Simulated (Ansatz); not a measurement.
Basis-set extrapolation for C₂H₄OSSi (`OC1=C[SiH]1S`) (PBE0-D4/def2-TZVP geometry, frozen core, Ansatz). Multiplicity 1, RHF reference.

```tsv
	def2-TZVPP	def2-QZVPP
HF	-839.437665	-839.464609
MP2 correlation	-0.839041	-0.903216
CCSD(T) correlation	-0.917125	not run
```

Energies in hartree. Use E(X) = E(∞) + A·exp(−7.88·√X) for Hartree–Fock and E(X) = E(∞) + B·X^(−2.97) for correlation, with X = 3 and 4, and add CCSD(T) minus MP2 of the smaller set to the MP2 limit.

Q: What is the CCSD(T) energy at the basis-set limit?

A: HF limit: -839.464609 + (-0.026944) × 0.13774 = -839.46832. MP2 limit: -0.903216 + (-0.064175) × 0.74074 = -0.95075. Higher-order term: -0.917125 − (-0.839041) = -0.07808. Total: -840.49715 hartree, 3.87 eV below CCSD(T)/def2-TZVPP.
